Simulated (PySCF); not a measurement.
As (arsenic, neutral): UHF calculation

Configuration: [Ar] 3d10 4s1 4p3 4d1, high-spin 6D determinant (an excited configuration). Calculation: PySCF 2.14, in dyall-av3z (24s17p11d2f, 144 functions); scalar relativity by spin-free X2C-1e.

```json
{
 "Total energy": "-2258.608829 hartree",
 "One-electron energy": "-3140.2152 hartree",
 "Hartree (Coulomb) energy": "964.3795 hartree",
 "Exchange energy": "-82.7732 hartree",
 "⟨S²⟩": "8.7518",
 "⟨L²⟩": "6.029",
 "Sum of ⟨r⟩": "26.46 bohr",
 "Sum of ⟨r²⟩": "54.69 bohr²",
 "Traceless quadrupole moment −½Σ⟨3z² − r²⟩ along its main axis": "6.52 e·bohr²",
 "Langevin diamagnetic susceptibility": "-43.3 ×10⁻⁶ cm³/mol"
}
```

```tsv
shell	electrons	mean orbital energy (hartree)	spread (hartree)	rms radius, mean of both spins (bohr)
1s α	1	-439.15556	0	0.0524
1s β	1	-439.13709	0	0.0524
2s α	1	-57.96498	0	0.219
2s β	1	-57.95053	0	0.219
2p α	3	-50.67868	0.00016	0.196
2p β	3	-50.66415	0.00098	0.196
3s α	1	-8.47443	0	0.639
3s β	1	-8.43153	0	0.639
3p α	3	-6.13624	0.00152	0.666
3p β	3	-6.10143	0.00211	0.666
3d α	5	-2.26249	0.00625	0.747
3d β	5	-2.24208	0.00267	0.747
4s α	1	-1.01366	0	2.05
4p α	3	-0.51997	0.00203	2.48
4d α	1	-0.05039	0	4.75
```

The outer electron is Rydberg-like, and this basis confines it to a smaller radius and binds it less than a complete one would.

Densities and radii are taken from the X2C orbitals without a picture-change correction, which distorts them close to the nucleus.

Spin-orbit constants ζ (cm⁻¹) from the X2C one-electron operator on these orbitals: bare nucleus, nucleus screened by l(l+1)(2l+1)/3 electrons, and screened by the Breit-Pauli mean field of the electrons.

```tsv
shell	bare	screened nucleus	mean field
2p	203300	191000	185500
3p	27810	26120	25210
3d	3206	2234	2072
4p	1664	1563	1498
4d	42.87	29.88	25.54
```

To first order the Landé constant is A = 5.107 cm⁻¹, so the lowest level has J = 1/2 and lies 0.00443 eV below the centre of the term. This holds in LS coupling only.
